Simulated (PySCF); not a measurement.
Values are calculated unless marked as measured or tabulated.
**Si4H9**

The system: Si4H9, a small molecule (built as: Si site whose three back bonds go to SiH3, SiH3, SiH3); neutral, doublet. The structure, one conformer, was relaxed in the gas phase by PBE0-D3(BJ)/def2-SVP. No frequency run checks that it is a minimum.

SMILES: [SiH3][Si]([SiH3])[SiH3]

Coordinates in Å:
```
Si1     0.327   -0.375   -0.163
Si2     1.812    1.020    0.969
Si3    -1.168   -1.558    1.177
Si4    -0.549    0.484   -2.144
H5      1.113    2.219    1.533
H6      2.447    0.269    2.095
H7      2.876    1.492    0.030
H8     -1.928   -2.535    0.339
H9     -2.147   -0.643    1.846
H10    -0.416   -2.299    2.236
H11     0.561    0.996   -3.006
H12    -1.285   -0.592   -2.877
H13    -1.500    1.611   -1.879
```

EPR values by unrestricted B3LYP, IGLO-III on Si, pcH-1 on H.

(1) Predict g and the largest hyperfine couplings. Where does the spin sit?

(2) How do the isotropic couplings move with BHandHLYP?

Answers

(1) g = 2.0019, 2.0073, 2.0073. The spin sits on Si1 (97 %, bonded to 3 Si) by Mulliken populations.
```csv
atom,isotope,isotropic (MHz),"dipolar, principal values (MHz)"
Si1,29Si,-252.6,"-165.7, 82.8, 82.8"
H13,1H,67.2,"-2.2, -0.4, 2.5"
H9,1H,67.1,"-2.2, -0.4, 2.5"
H5,1H,66.7,"-2.1, -0.4, 2.5"
Si4,29Si,8.1,"-1.9, -0.4, 2.3"
Si2,29Si,8.1,"-1.9, -0.4, 2.3"
```

(2) Si1 -252.6 to -283.5 MHz, H13 67.2 to 64.5 MHz, H9 67.1 to 64.4 MHz, H5 66.7 to 64.0 MHz.
